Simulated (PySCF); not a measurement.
B(Cl)(H)(SeH), SMILES ClB[SeH] (H2BClSe) (PBE0/def2-SVP optimised geometry):

```
5

B     -0.341     0.748     0.000
Cl     1.407     0.748     0.000
H     -0.932     1.795     0.000
Se    -1.407    -0.842     0.000
H     -0.285    -1.795     0.000
```

Calculation: PBE0/def2-TZVP run with PySCF.

Task: What are the frontier orbital energies and the dipole moment?

Result: HOMO-2 -10.06 eV, HOMO-1 -8.58 eV, HOMO -7.84 eV, LUMO -1.45 eV, LUMO+1 -0.08 eV; dipole moment 0.66 D.

On the same geometry PBE/def2-TZVP (PySCF) gives HOMO-2 -8.74 eV, HOMO-1 -7.25 eV, HOMO -6.74 eV, LUMO -2.34 eV, LUMO+1 -1.00 eV; dipole moment 0.74 D.

Meta-Löwdin charges at PBE0/def2-TZVP: B1 -0.12, Cl2 -0.05, H3 0.04, Se4 0.06, H5 0.07.
